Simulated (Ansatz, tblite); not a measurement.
Cost and result up the ladder for PAsSbSb tetrahedron (Sb₂AsP) (4 atoms). The state is a singlet with charge 0. Geometry: PBE0-D4/def2-SVP.

Cartesian coordinates in Å:
```
P 0.2333 1.4012 0.3045
As -1.5159 -0.1007 -0.1297
Sb 0.5429 -0.9312 1.2810
Sb 0.7397 -0.3693 -1.4557
```

Ansatz on 4 threads of Intel Xeon on a shared host; xTB runs through tblite on one thread. Times are rough, summed over both states, and most runs start from the orbitals of an earlier one. PBE0-D4/def2-TZVP serves as the yardstick here, not as an exact answer. The other state is a triplet.

In the def2 sets Sb takes a core potential; there is no spin–orbit coupling. The xTB rows come from tblite.

xTB has no spin-polarisation term.

```csv
level,functions,wall time,vertical triplet (eV),difference from PBE0-D4/def2-TZVP (eV)
GFN1-xTB,36,0.041 s,2.80,-0.16
GFN2-xTB,36,0.046 s,2.27,-0.69
PBE-D4/def2-TZVP (with forces),185,22 s,3.03,0.07
r2SCAN-D4/def2-TZVP,185,32 s,2.97,0.00
PBE0-D4/def2-TZVP,185,47 s,2.97,0.00
```
